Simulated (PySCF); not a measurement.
## Calculated NMR parameters of CCCc1cnoc1[SiH3]

```yaml
Formula: C6H11NOSi
SMILES: CCCc1cnoc1[SiH3]
Point_group_of_the_computed_structure: C1
Degrees_of_unsaturation: 3
Carbon_signals: 6
Proton_signals: 5
```

Mapped SMILES: `[CH3:1][CH2:2][CH2:3][c:4]1[cH:5][n:6][o:7][c:8]1[SiH3:9]`. Hydrogens are named by the atom that carries them.

Calculated, not measured (PySCF 2.14): GFN2-xTB structure, σ from GIAO-PBE0/pcSseg-1. One averaged value for each set of equivalent atoms, gas phase, relativity neglected, a single conformation.

Referencing at the same level of theory: 1H (σ = 31.72 ppm) and 13C (σ = 186.93 ppm) and 29Si (σ = 349.16 ppm) against TMS; NH3 for 15N (σ = 267.73 ppm); H2O for 17O (σ = 336.08 ppm).

| carbon | δC, type | δH (multiplicity) | HMBC from (2–3 bonds) | span of the C tensor (ppm) |
| --- | --- | --- | --- | --- |
| C1 | 14.3, CH3 | 0.85 (t) | H(C3), H(C2) | 27 |
| C2 | 30.0, CH2 | 1.56 (m) | H(C3), H(C1) | 23 |
| C3 | 28.8, CH2 | 2.70 (t) | H(C5), H(C2), H(C1) | 25 |
| C4 | 139.0, C | – | H(C5), H(Si9), H(C3), H(C2) | 176 |
| C5 | 155.9, CH | 8.20 (s) | H(C3) | 201 |
| C8 | 169.1, C | – | H(C5), H(Si9), H(C3) | 175 |

Other nuclei:
| atoms | nucleus | environment | δ (ppm) | σ (ppm) |
| --- | --- | --- | --- | --- |
| H(Si9) | 1H | hydrogen on a silicon bonded to C | 4.54 | 27.17 |
| Si9 | 29Si | silicon bonded to C, 3 H | -91.1 | 440.2 |
| N6 | 15N | pyridine-type nitrogen of an azole | 440.8 | -173.1 |
| O7 | 17O | aromatic ring oxygen | 434.7 | -98.6 |

Carbon types of the structure: 2 × C, 1 × CH, 2 × CH2, 1 × CH3, leaving 3 H on heteroatoms. δC 169.1: substituted aromatic carbon next to the ring oxygen. δC 155.9: aromatic CH next to a ring nitrogen; the adjacent pyridine-type nitrogen withdraws density from it. δC 139.0: substituted aromatic carbon. δC 30.0: sp3 CH2; aliphatic region, no heteroatom directly attached. δH 8.20: hydrogen on an aromatic CH next to a ring nitrogen; ring current plus the neighbouring ring nitrogen.

Shifts are as computed. Against solution values, carbons near 30 ppm lie about +3 ppm off and those near 130 ppm about +5 ppm. Of 1211 compounds with measured shifts, 218 miss one by over three times the rms of a fit or turn the order of signals round; such compounds aren't used in these exercises. Unscaled 17O shifts of doubly bonded oxygen tend to come out too high, by tens of ppm or more. Experimental scales use liquid or dissolved standards, which lie at an offset from isolated NH3 (liquid NH3: subtract about 20 ppm) and H2O (liquid H2O: subtract about 36 ppm). Unscaled 15N shifts of sp2 nitrogen come out 20 to 40 ppm too high even then. Multiplicities follow the n + 1 count of equivalent neighbours, as no J values were calculated; m marks all less simple cases, F and P coupling included.
